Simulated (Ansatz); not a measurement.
Counterpoise correction, worked out

The pair of HCl (SMILES Cl, atoms 1–2) and GeH₄ (SMILES [GeH4], atoms 3–7), both closed shells, in one local arrangement (a lower one may exist), relaxed at PBE0-D4/def2-TZVP:

Cl1  (-0.428, -0.036, -3.051)
H2  (0.325, 0.130, -2.026)
Ge3  (0.010, -0.022, 1.025)
H4  (-0.537, -1.441, 0.839)
H5  (-1.128, 1.000, 0.935)
H6  (1.029, 0.270, -0.095)
H7  (0.729, 0.099, 2.373)
(Å)

Program: Ansatz 0.2.0. Basis: def2-TZVPPD. Cores are frozen in the correlated methods. Filled d shells of the heavier atoms are correlated. The def2 sets are not built for correlating such inner shells, so the correlated values are less sure here.

CCSD(T) total energies in eV:

| system | geometry | basis functions | energy |
| --- | --- | --- | --- |
| pair | pair | all | -69071.33531 |
| HCl | as in the pair | all (partner as ghosts) | -12526.32964 |
| GeH₄ | as in the pair | all (partner as ghosts) | -56544.97369 |
| HCl | as in the pair | its own | -12526.31946 |
| GeH₄ | as in the pair | its own | -56544.96003 |
| HCl | free (PBE0-D4 minimum) | its own | -12526.32009 |
| GeH₄ | free (PBE0-D4 minimum) | its own | -56544.96249 |

Work out the interaction energy with and without the counterpoise correction, the superposition error, and the binding energy from the relaxed fragments.

Without correction: -69071.33531 − (-12526.31946) − (-56544.96003) = -0.05582 eV.
With correction (each fragment in the whole basis): -69071.33531 − (-12526.32964) − (-56544.97369) = -0.03198 eV = -0.74 kcal/mol.
The superposition error is the difference, 0.02384 eV, 43 % of the uncorrected value: each fragment borrows its partner's functions.
Deformation from the free shapes: 0.00063 eV for HCl and 0.00246 eV for GeH₄.
Binding energy from relaxed fragments: -0.03198 + 0.00063 + 0.00246 = -0.02889 eV = -0.67 kcal/mol (electronic, without zero-point energy; negative means bound). For comparison, the corrected interaction energy by CCSD(T) at an estimated basis limit (MP2 extrapolated from triple and quadruple zeta, plus CCSD(T) − MP2 in triple zeta) is -0.045 eV; triple zeta with the correction binds less.

T1 diagnostic: at most 0.012.

For scale, one of the runs: CCSD(T)/def2-TZVPPD, 190 basis functions, launched by `ansatz run in.yaml --threads 2 --pin off --events-out ev --progress --plain --max-ram 5222MiB`. Hardware: 2 CPU threads of an Arm Neoverse V1, shared host. Wall time 67 s; peak host memory 1.9 GiB.
